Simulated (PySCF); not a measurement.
Exercise with solution: chemical shift, span and skew from a shielding tensor

Cl2H5NSi2, SMILES Cl[SiH2]N[SiH2]Cl. Atoms are numbered in the order given.

```xyz
10

Si    -0.8072     1.3252     0.0551
Cl     0.3775     3.0267     0.1074
N      0.0000     0.0000    -0.7096
Si     0.8072    -1.3252     0.0551
Cl    -0.3775    -3.0267     0.1074
H     -2.0298     1.6860    -0.7081
H     -1.0961     0.9344     1.4580
H      0.0000     0.0000    -1.7271
H      2.0298    -1.6860    -0.7081
H      1.0961    -0.9344     1.4580
```
Charge 0, spin multiplicity 1.

Coordinates come from a PBE0-D3(BJ)/def2-SVP optimisation. The values are those of a single conformer.

GIAO shieldings from PBE0/pcSseg-1 in PySCF, non-relativistic, no solvent. The symmetric part of the tensor of N3 has the principal values 166.0, 208.0, 244.9 ppm. The same nucleus in NH3 has σ = 267.4 ppm at this level (PySCF, at its B3LYP-D3(BJ)/def2-TZVP geometry). Without spin–orbit terms, shifts of atoms bonded to Cl or Br come out too high.

### Question
Work out the isotropic shielding, the ¹⁵N shift against NH3, the span and the skew.

### Answer

σ(iso) = (σ11 + σ22 + σ33)/3 = 206.3 ppm. δ = σ(ref) − σ(iso) = 267.4 − (206.3) = 61.1 ppm.
Span Ω = σ33 − σ11 = 78.9 ppm. Skew κ = 3(σ(iso) − σ22)/Ω = -0.06. Tumbling in solution averages the tensor to δ; in a static solid the shielding alone would spread this spin-1/2 line over Ω.
